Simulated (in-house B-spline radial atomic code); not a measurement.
Values are calculated unless marked as measured or tabulated.
B in an electron gas of r_s = 2.67: phase shifts, screening, friction and resistivity

A nucleus sits in a uniform electron gas with a rigid positive background. The Kohn-Sham equations are solved self-consistently in the spin-unpolarised LDA (PW92), non-relativistic, on B-splines with outgoing waves at the boundary and partial waves to l = 8. The model has no lattice, no bands and no magnetic solution. Atomic units; δ_l are the phase shifts at the Fermi level, counted so that each bound state adds π, and good to about 0.0005.

The density parameter is r_s = 2.67 bohr, near that of the valence electrons of Cu (1 per atom, density 8.96 g/cm³, mass 63.55 u, which gives r_s = 2.67).

```
l  δ_l (rad)
0     4.1959
1     1.2105
2     0.0037
3     0.0008
4     0.0005
5     0.0001
6     0.0001
7     0.0001
8     0.0001
```

Bound levels below the band bottom (hartree): s -6.055, s -0.0227.

(1) Check the Friedel sum rule, and say where the screening charge sits.

(2) Find the transport cross section and the electronic stopping of a 10 keV B ion (mass 10.81 u).

(3) What residual resistivity would 1 atomic per cent of such centres give in Cu?

(4) On a substitutional site the background of one host ion, a sphere holding 1 charge, is taken out. The phase shifts for l = 0 to 4 become 4.0911, 0.8219, -0.0407, -0.0087, -0.0008. What follows?

Answers

(1) k_F = (9π/4)^(1/3)/r_s = 0.71879. The rule is Z = (2/π) Σ (2l + 1) δ_l. The terms are s 2.671, p 2.312, d 0.012, f 0.004 and 0.006 beyond, in all 5.005 against Z = 5. Bound states hold 4 s, 0 p, 0 d electrons, so the scattering states carry 1.00 in all; where a term is smaller than its bound count, the bound level has drawn weight out of the band.

(2) σ_tr = (4π/k_F²) Σ (l + 1) sin²(δ_l − δ_(l+1)). The terms for l = 0 to 3 are 0.0242, 1.7465, 0.0000, 0.0000, all together 1.7707, so σ_tr = 24.323 × 1.7707 = 43.069 bohr². With n = 3/(4π r_s³) = 0.01254, the friction coefficient is Q = n k_F σ_tr = 0.3883. For v well below v_F = 0.719, dE/dx = Q v; with 24801 eV per u at v = 1, v = √(10000/(24801 × 10.81)) = 0.1931, so dE/dx = 0.07499 hartree/bohr = 38.6 eV/nm. The largest term couples the p and d waves.

(3) Δρ = k_F n_i σ_tr/n in atomic units of 21.74 μΩ·cm. With one host atom per 1 electron, n_i/n = 0.01/1, so Δρ = 0.7188 × 0.01000 × 43.069 × 21.74 = 6.73 μΩ·cm. This is an atom added to the gas, as on an interstitial site.

(4) The Friedel sum is now 4.00, for Z − 1 = 4. The sum in σ_tr is 1.1733, so σ_tr = 28.54 bohr² and Δρ = 4.46 μΩ·cm per atomic per cent, 0.66 times the value above. A real host ion scatters too, so this model doesn't give zero even for the host's own atom.
